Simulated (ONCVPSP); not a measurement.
# Before and after: ONCV potential for hydrogen

ONCVPSP 4.0.1 input, shortened (lines: element, Z, core and valence counts, functional; n l f; lmax; l rc ep ncon nbas qcut; lloc lpopt rc5 dvloc0; l nproj debl; icmod fcfact rcfact), LDA (Perdew-Zunger), non-relativistic:

```
  H 1.00    0    1        3      upf
    1    0    1.00
    1
    0    0.85    0.00    5    8    5.90
    1    0.85    0.02    5    9    8.30
    4    5    0.60    6.00
    0    3    1.60
    1    2    2.00
    0    0.00    0.00
```

Change: s: qcut 8.

Cutoffs: the cutoffs (Ha) at which the residual kinetic energy of the hardest occupied pseudo-wave falls to 1 and 0.1 mHa per electron; they do not see the model core or the augmentation charge, which bear on the density cutoff. Errors are all-electron minus pseudo energies relative to the spin-unpolarised reference configuration.

Task: What does the change do?

Result: The potential gets neither clearly harder nor softer (23 Ha and 160 Ha → 23 Ha and 55 Ha); a bound ghost appears in s, which as a rule spoils a file; the lowest positive-energy flag moves from s at 17.1 eV to none.

| quantity | base | changed |
| --- | --- | --- |
| cutoff, loose | 23 Ha | 23 Ha |
| cutoff, tight | 160 Ha | 55 Ha |
| bound ghosts | none | s |
| GHOST(+) flags under 300 eV | s at 17.1 eV | none |
| error for 1s0.5, meV [ΔE 4.64 eV] | +0.4 | +0.3 |
| s: phases at 0.86 bohr within 0.05 rad from the reference energy up to (Ha; the scan ends near 5) | to the end of the scan | to the end of the scan |
| p: phases at 0.86 bohr within 0.05 rad from the reference energy up to (Ha; the scan ends near 5) | to the end of the scan | to the end of the scan |

 A true bound ghost makes a file unfit for plane-wave use even where its test errors are small: the radial tests pick states by their node count and pass the ghost by.
